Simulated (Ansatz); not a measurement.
Input file for Ansatz (a first-principles code): R-CCSD(T)/def2-SVPD on H2Se (SMILES [SeH2]) with ghost functions, monomers drawn apart or pushed together. The run froze 14 orbitals, filled d shells among them.

Ansatz 0.2 input:
```yaml
crystal:
  periodic: [false, false, false]
  atoms:
    - {symbol: Se, position_ang: [0.29971290, 0.12036161, 4.00887270]}
    - {symbol: H, position_ang: [-0.01336513, -0.36859553, 5.36219156]}
    - {symbol: H, position_ang: [1.00891816, -1.12243596, 3.67739905]}
basis:
  gaussian:
    orbitals: def2-SVPD
    ghost_atoms:
      - {symbol: P, position_ang: [0.11565038, 0.07616293, -0.17248011]}
      - {symbol: H, position_ang: [-0.63776474, 1.26483832, -0.00582678]}
      - {symbol: H, position_ang: [0.20601362, 0.21841078, -1.58161171]}
      - {symbol: H, position_ang: [-1.03240589, -0.75251457, -0.23360111]}
magnetization: {spin_polarized: false}
correlation: {method: ccsd_t, electrons: outside_noble_gas}
scf: {lower_state_search: off}
```

The log:

```
WARN ansatz: RAYON_NUM_THREADS=1 ignored (pool sized by the plan → 1); use --threads N
Functional definition: HF
these checks for a lower state are left out or cut short: stability, starts, cluster_reference, orbital_swaps, neighbouring_geometries, increment
integrals: 0.13 GiB planned
919 factors; integrals over basis functions are off by at most 1.5e-3 eV
mean field: 0.25 GiB planned
mean field evaluation 1: about -65326.1444 eV, gradient 9.7e0 eV
mean field evaluation 2: about -65326.1460 eV, gradient 9.7e0 eV
mean field evaluation 4: about -65326.6112 eV, gradient 1.3e0 eV
mean field evaluation 8: about -65326.6208 eV, gradient 5.0e-5 eV
mean field -65326.62080369 eV, -2400.7090345615 hartree, gradient 1.2e-6 eV, S^2 0.000000; 0 other end points of the search recorded, 0 dependent functions left out
14 core orbitals not correlated
reference -65326.62080369 eV, -2400.7090345615 hartree; 4, 4 occupied and 87, 87 virtual orbitals, 919 factors
second order -3.74359980 eV of doubles, -0.00000000 eV of singles
coupled cluster: 0.33 GiB planned
cycle   1  -4.18880999 eV  change   -4.5e-1 eV  update   4.9e-2
cycle   2  -4.33605900 eV  change   -1.5e-1 eV  update   1.7e-2
cycle   3  -4.34488268 eV  change   -8.8e-3 eV  update   3.9e-3
cycle   4  -4.34439282 eV  change    4.9e-4 eV  update   1.2e-3
cycle   5  -4.34408728 eV  change    3.1e-4 eV  update   3.4e-4
cycle   6  -4.34405382 eV  change    3.3e-5 eV  update   1.0e-4
cycle   7  -4.34406274 eV  change   -8.9e-6 eV  update   3.7e-5
cycle   8  -4.34406582 eV  change   -3.1e-6 eV  update   1.3e-5
cycle   9  -4.34406422 eV  change    1.6e-6 eV  update   3.7e-6
perturbative correction -0.11947099 eV, -0.0043904779 hartree
Total energy: -65331.08433890 eV, -2400.8730664551 hartree
Checks for a lower state left out: stability, starts, cluster_reference, orbital_swaps, neighbouring_geometries, increment
```

The calculation finished and met its thresholds.

Cost: roughly 5 core-seconds.
